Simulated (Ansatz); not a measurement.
Gas-phase electronic energies from Ansatz, PBE0-D4/def2-TZVP geometries. CCSD(T)/CBS adds triple-zeta CCSD(T) − MP2 to the extrapolated MP2 energy (def2 sets, frozen cores). DFT in def2-TZVPP. For Ge outer-core shells are correlated without core-valence functions, which leaves a few kJ/mol of doubt a bond. Scalar relativity is left out up to krypton. One conformer a species, not always the lowest.

Consider the formal exchange of groups at the Si–N bond: `BN([SiH2][SiH3])[SiH2]Cl` + `[OH][GeH3]` → `[OH][GeH2][SiH2][SiH3]` + `BN[SiH2]Cl`.

**Question.** Is it downhill or uphill in electronic energy at CCSD(T)/CBS, and by how much? (Estimate.)

**Answer.** The calculation gave: Uphill: ΔE = +0.20 eV.

**Question.** What do these levels give: r2SCAN-D4, B2PLYP, PBE, PBE0, HF/def2-QZVPP, SCS-MP2/def2-QZVPP? (Best estimate.)

**Answer.** Computed: r2SCAN-D4 0.11, B2PLYP 0.15, PBE -0.06, PBE0 0.01, HF/def2-QZVPP 0.27, SCS-MP2/def2-QZVPP 0.28 eV.

Largest T1 diagnostic among the species: 0.013.

The D4 term adds +0.12 eV with B3LYP and +0.07 eV with PBE0; it sums over pairs of atoms, weighted by their polarisabilities, and B3LYP, whose exchange is more repulsive, gets the larger term. From PBE to PBE0 (25 % exact exchange), in def2-TZVPP and without D4, ΔE moves by +0.07 eV.

B3LYP here is the variant with VWN-RPA as its local correlation; programs differ in this.
